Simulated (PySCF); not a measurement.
## Excitation energy of W by level of theory

W [Xe] 4f14 5d4 6s2 (5D) → W [Xe] 4f14 5d5 6s1 (7S), as a difference of total energies. All numbers are calculated (PySCF 2.14, the spin-free X2C one-electron Hamiltonian (Gaussian nucleus), in ANO-RCC-VTZP (8s7p5d3f2g1h, 104 functions)). Correlated levels: valence: [Xe] 4f14 frozen. The calculations carry no spin-orbit coupling.

```csv
method,excitation energy (eV)
UHF,-1.158
LDA,-0.509
PBE,-0.667
PBE0,-0.760
r2SCAN,-1.011
MP2 (valence),-0.675
SCS-MP2 (valence),-0.010
```

Errors of the correlated levels include the incompleteness of this basis and the frozen core.

Question: Which method comes closest to the reference value, and which is furthest?

Answer: The reference is -0.187 eV (measured; NIST levels, between the centres of gravity of the two terms). Closest: SCS-MP2 (valence) (error 0.177 eV); furthest: UHF (error -0.971 eV).
